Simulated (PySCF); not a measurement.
## How methods differ on the ionisation energy of Ge²⁺

Ge²⁺ [Ar] 3d10 4s2 (1S) → Ge³⁺ [Ar] 3d10 4s1 (2S), as a difference of total energies. Calculation: PySCF 2.14, in def2-QZVPPD (12s7p5d4f1g, 95 functions); no relativity, point nucleus. Correlated levels: valence: [Ar] 3d10 frozen; valence and next inner shell: [Ne] frozen. The calculations carry no spin-orbit coupling.

| method | ionisation energy (eV) |
| --- | --- |
| UHF | 31.719 |
| LDA | 34.263 |
| PBE | 33.863 |
| PBE0 | 33.508 |
| r2SCAN | 33.497 |
| B2PLYP | 33.380 |
| wB97X | 33.745 |
| B3LYP | 33.961 |
| BP86 | 33.992 |
| MP2 (valence) | 32.542 |
| SCS-MP2 (valence) | 32.707 |
| MP2 (valence and next inner shell) | 33.388 |
| SCS-MP2 (valence and next inner shell) | 33.391 |

Question: How much does correlation contribute at MP2 (valence and next inner shell)?

Answer: 33.388 − (31.719) = 1.669 eV, measured against UHF.

These non-relativistic numbers lack the scalar-relativistic shift.

Errors of the correlated levels include the incompleteness of this basis and the frozen core.

MP2 underrates the near-degeneracy of ns² with np² in the lower species.

For comparison: 34.058 eV (measured; NIST Atomic Spectra Database, ionization energies).
